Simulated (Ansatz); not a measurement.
Geometry optimisation, RHF/def2-SVP in Ansatz.

The input (input.yaml):

```yaml
crystal:
  periodic: [false, false, false]
  atoms:
    - { symbol: Ta, position_ang: [-0.128979, 0.058663, -0.046386] }
    - { symbol: F, position_ang: [1.761682, 0.064369, 0.211989] }
    - { symbol: F, position_ang: [-0.371592, 0.211607, 1.812224] }
    - { symbol: F, position_ang: [0.174194, -0.17973, -1.889312] }
    - { symbol: F, position_ang: [-1.072908, 1.634576, -0.353458] }
    - { symbol: "N", position_ang: [-1.226171, -1.538072, -0.066062] }
    - { symbol: H, position_ang: [-1.595828, -1.969044, 0.766019] }
    - { symbol: H, position_ang: [-1.39358, -2.083398, -0.892001] }
    - { symbol: Br, position_ang: [1.85415, -2.822537, 1.579978] }
    - { symbol: H, position_ang: [2.639632, -1.679533, 1.044509] }
basis:
  gaussian: { orbitals: def2-SVP }
hamiltonian:
  xc: hf
relax:
  f_tol: 0.03
  max_steps: 50
```

Run as:

```bash
$ ansatz run input.yaml --threads 4 --pin off --max-ram 5120MiB --backend cpu --events-out ev --progress --plain --runs-dir out
```

Task: Where does it end, and by what steps?

Result: The run converged. The force dipped under the threshold on the way, but the program's further checks kept it going. After 16 steps the energy has fallen by 0.193 eV; Br9 moved furthest, 1.01 Å.

| step | energy less start (eV) | largest force component (eV/Å) | accepted |
| --- | --- | --- | --- |
| 0 | 0.0000 | 1.482 | yes |
| 1 | -0.1432 | 0.211 | yes |
| 2 | -0.1717 | 0.130 | yes |
| 3 | -0.1797 | 0.048 | yes |
| 4 | -0.1841 | 0.077 | yes |
| 5 | -0.1833 | 0.262 | no |
| 6 | -0.1868 | 0.051 | yes |
| 7 | -0.1890 | 0.098 | yes |
| 8 | -0.1886 | 0.310 | no |
| 9 | -0.1905 | 0.020 | yes |
| 10 | -0.1911 | 0.066 | yes |
| 11 | -0.1915 | 0.072 | yes |
| 12 | -0.1921 | 0.071 | yes |
| 13 | -0.1923 | 0.054 | yes |
| 14 | -0.1925 | 0.043 | yes |
| 15 | -0.1927 | 0.035 | yes |
| 16 | -0.1928 | 0.030 | yes |

```xyz
10
Properties=species:S:1:pos:R:3
Ta -0.245 0.144 -0.064
F 1.553 -0.035 0.456
F -0.733 0.436 1.731
F 0.234 -0.231 -1.846
F -1.048 1.748 -0.582
N -1.360 -1.443 -0.068
H -1.882 -1.761 0.730
H -1.453 -2.059 -0.858
Br 2.765 -3.242 1.476
H 2.810 -1.861 1.194
```

The run took 25 s on 4 threads of Intel(R) Xeon(R) 6975P-C (Granite Rapids), on a shared host, peak memory 0.5 GiB.
